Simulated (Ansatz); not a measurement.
`BC(B)[SiH3]` + `N[SiH](F)F` → `BN[SiH](F)F` + `BC[SiH3]` at 700 K and 1 bar (ligand exchange at a B–C bond).

Calculated with Ansatz (gas phase, PBE0-D4/def2-TZVP geometries, no zero-point term in ΔE). CCSD(T)/CBS is the MP2 limit (def2-TZVPP, def2-QZVPP) plus CCSD(T) − MP2 in def2-TZVPP, frozen cores. This one scheme is used for every species. Each species was taken in one conformer, which may not be the lowest.

```
      species  CCSD(T)/CBS energy (Eh)  H − E (kJ/mol)  S (J/(mol·K))
`BC(B)[SiH3]`               -381.50288           303.8          456.3
 `N[SiH](F)F`               -545.34917           165.4          392.7
`BN[SiH](F)F`               -570.77155           212.1          441.6
   `BC[SiH3]`               -356.11784           256.7          404.7
```

H − E and S are ideal-gas, rigid-rotor, harmonic terms from PBE0-D4/def2-TZVP, for one conformer and one mirror image of each species. 1 Eh = 2625.50 kJ/mol, R = 8.31446 J/(mol·K).

Q: By hand: ΔE, ΔH, ΔS and ΔG.

A: ΔE = (-570.77155) + (-356.11784) − (-381.50288) − (-545.34917) = -0.03734 Eh = -98.0 kJ/mol. Δ(H − E) = 212.1 + 256.7 − 303.8 − 165.4 = -0.4, so ΔH = -98.4 kJ/mol. ΔS = 441.6 + 404.7 − 456.3 − 392.7 = -2.7 J/(mol·K). ΔG = -98.4 − 700 × (-2.7)/1000 = -96.5 kJ/mol.

Q: By hand: the equilibrium constant, and the temperature at which ΔG would vanish if ΔH and ΔS stayed fixed.

A: log₁₀ K = −ΔG/(RT ln 10) = 7.2. ΔG = 0 at ΔH/ΔS = 36444 K, far beyond where these terms or the molecules hold.

The number of gas molecules stays the same, so ΔS is small and ΔH decides. A doubt of 5 kJ/mol in ΔE shifts log₁₀ K by 0.4 here. Other conformers and mirror images would add mixing entropy, several J/(mol·K) or more a flexible species. Modes under 60 cm⁻¹, often nearly free rotors, make the harmonic entropy too high. These are equilibria of isolated gas molecules and say nothing of rates. Largest T1 diagnostic: 0.012 (customary marks: 0.02 for closed shells, 0.045 for open ones).
